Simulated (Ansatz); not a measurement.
## An elementary step

Start structure (C2H7Ga, closed shell), relaxed at PBE0-D4/def2-TZVP:

```json
{"atom": "Ga1", "x (Å)": "0.6740", "y (Å)": "1.1795", "z (Å)": "1.6690"}
{"atom": "C2", "x (Å)": "0.5881", "y (Å)": "1.8257", "z (Å)": "-0.2605"}
{"atom": "H3", "x (Å)": "-0.1196", "y (Å)": "-1.2019", "z (Å)": "-0.6989"}
{"atom": "C4", "x (Å)": "-0.5945", "y (Å)": "-1.7710", "z (Å)": "0.0998"}
{"atom": "H5", "x (Å)": "0.8430", "y (Å)": "2.8900", "z (Å)": "-0.3297"}
{"atom": "H6", "x (Å)": "1.2906", "y (Å)": "1.2750", "z (Å)": "-0.8975"}
{"atom": "H7", "x (Å)": "-0.4154", "y (Å)": "1.6957", "z (Å)": "-0.6825"}
{"atom": "H8", "x (Å)": "-0.8847", "y (Å)": "-2.7515", "z (Å)": "-0.2770"}
{"atom": "H9", "x (Å)": "-1.4827", "y (Å)": "-1.2425", "z (Å)": "0.4472"}
{"atom": "H10", "x (Å)": "0.1010", "y (Å)": "-1.8990", "z (Å)": "0.9303"}
```

The step: CH₃Ga ([CH3][Ga]) + CH₄ → CH₃Ga ([CH3][Ga]) + CH₄; bonds formed: Ga1–C4, C2–H3; bonds broken: Ga1–C2, H3–C4. Program: Ansatz 0.2.0. Basis: def2-TZVPP and def2-QZVPP. Cores are frozen in the correlated methods. Filled d shells of the heavier atoms are correlated. The def2 sets are not built for correlating such inner shells, so the correlated values are less sure here. Extrapolation: Hartree–Fock as exp(−7.88 √X), correlation as X^−2.97. Energies below are by CCSD(T) at an estimated basis limit (MP2 extrapolated from triple and quadruple zeta, plus CCSD(T) − MP2 in triple zeta).

What are the electronic barrier and the energy of the step, from the start structure to the end structure? (To be estimated.)

The calculation gives: Barrier 41.78 kcal/mol; step energy -0.01 kcal/mol (both ends alike: a degenerate step); reverse barrier, their difference, 41.78 kcal/mol. Barrier and step energy count from the start structure, the reverse barrier from the end structure.

The saddle point: One imaginary mode of 1502i cm⁻¹.
| pair | start (Å) | saddle (Å) | end (Å) |
| --- | --- | --- | --- |
| Ga1–C4 | 3.57 | 2.31 | 2.04 |
| C2–H3 | 3.14 | 1.45 | 1.09 |
| Ga1–C2 | 2.04 | 2.31 | 3.57 |
| H3–C4 | 1.09 | 1.45 | 3.11 |

Zero-point energy (harmonic, PBE0-D4): ZPE is 49.52 kcal/mol at the start and 48.01 kcal/mol at the saddle, so the barrier goes from 41.78 to 40.27 kcal/mol.

The T1 diagnostic stays at or below 0.013.

Labels in which every atom is bracketed show which atoms are joined, not bond orders.

For scale, one of the runs: CCSD(T)/def2-TZVPP, 208 basis functions, launched by `ansatz run in.yaml --threads 4 --pin off --events-out ev --progress --plain --max-ram 9574MiB`. The run took 61 s on 4 CPU threads of an Arm Neoverse V2 (shared host), with 2.8 GiB of host memory at its peak.
